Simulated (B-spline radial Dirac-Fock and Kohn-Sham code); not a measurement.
K-line shifts caused by a second vacancy in Pm⁺

System: Pm⁺, configuration [Xe] 4f5 6s1.

Level of theory: relaxed Dirac-Fock hole states (ΔSCF) with Breit and QED corrections and a finite nucleus; a radial atomic solver. Each two-hole energy is an average over J within one jj subconfiguration, not an observable level; in light atoms, where LS coupling holds, the j-resolved values are not observed lines, and for a K spectator the Kα1 hypersatellite is nearly forbidden. Correlation and solid-state effects are left out.

Lines without a spectator: Kα2 (K-L2) 38169.3 eV, Kα1 (K-L3) 38722.8 eV, Kβ3 (K-M2) 43709.1 eV, Kβ1 (K-M3) 43822.5 eV. Shifts in eV with one spectator hole (a dash: not computed, or left out as unreliable):

```tsv
spectator hole	Kα2	Kα1	Kβ3	Kβ1
K (1s)	+745.5	+782.3	+958.4	+966.6
L2 (2p1/2)	+88.1	+114.2	–	+231.3
L3 (2p3/2)	+77.5	+80.5	+191.9	–
M2 (3p1/2)	–	+15.78	+33.5	+39.9
M3 (3p3/2)	+10.25	–	+31.7	+31.4
M4 (3d3/2)	+2.93	-0.32	–	–
M5 (3d5/2)	-1.32	+1.52	–	–
```
